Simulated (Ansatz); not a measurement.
Ansatz (a quantum-chemistry and plane-wave program) input (RI-MP2/aug-cc-pV(Q+d)Z):
A basis named .json is the Basis Set Exchange file of that set.

Ansatz 0.2 input:
```yaml
crystal:
  periodic: [false, false, false]
  atoms:
    - {symbol: C, position_ang: [0.23396935, 1.85958413, 1.67396884]}
    - {symbol: C, position_ang: [0.10931493, 0.86883310, 0.78211011]}
    - {symbol: Si, position_ang: [-1.58975331, 0.39730889, 0.18941970]}
    - {symbol: Cl, position_ang: [-1.61099391, 0.40830594, -1.88136689]}
    - {symbol: Si, position_ang: [1.64043460, 0.00550505, 0.17318717]}
    - {symbol: Cl, position_ang: [1.40595983, -2.03791307, 0.41441978]}
    - {symbol: H, position_ang: [1.19575773, 2.15823386, 2.08350585]}
    - {symbol: H, position_ang: [-0.61919255, 2.42429574, 2.04161635]}
    - {symbol: H, position_ang: [-2.57408318, 1.38544869, 0.67766830]}
    - {symbol: H, position_ang: [-1.95969745, -0.96488188, 0.61562254]}
    - {symbol: H, position_ang: [2.80442269, 0.44528550, 0.97033027]}
    - {symbol: H, position_ang: [1.86912840, 0.24504072, -1.26361241]}
basis:
  gaussian:
    orbitals: aug-cc-pV_Q+d_Z.json
    fitting: {mean_field: def2-universal-jkfit, correlation: aug-cc-pVQZ-RIFIT.json}
magnetization: {spin_polarized: true, initial_magnetization: 2}
correlation: {method: mp2, electrons: outside_noble_gas}
```

End of the output:

```
integrals: 3.62 GiB planned
770 factors; integrals over basis functions are off by at most 5.8e0 eV
3.56 GiB of device memory are held for the factors and their scratch space
mean field: 6.77 GiB planned
mean field evaluation 1: about -42882.4769 eV, gradient 2.9e1 eV
mean field evaluation 2: about -42886.4140 eV, gradient 1.7e1 eV
mean field evaluation 4: about -42888.2560 eV, gradient 1.8e0 eV
mean field evaluation 8: about -42888.3468 eV, gradient 9.2e-1 eV
mean field evaluation 16: about -42889.5814 eV, gradient 8.5e0 eV
mean field evaluation 32: about -42888.3001 eV, gradient 3.4e-1 eV
mean field -42890.42446593 eV, -1576.1940269491 hartree, gradient 2.3e-6 eV, S^2 2.020131; 3 other end points of the search recorded, 0 dependent functions left out
22 core orbitals not correlated
1592 factors; their error is unknown
reference -42890.42446593 eV, -1576.1940269491 hartree; 19, 17 occupied and 751, 753 virtual orbitals, 1592 factors
second order -26.55856139 eV of doubles, -0.00000000 eV of singles
Total energy: -42916.98302732 eV, -1577.1700360781 hartree
```

This state (charge 0, triplet) is run at the relaxed geometry of the species with charge 0 and multiplicity 1, and is a spin state other than that species' own.
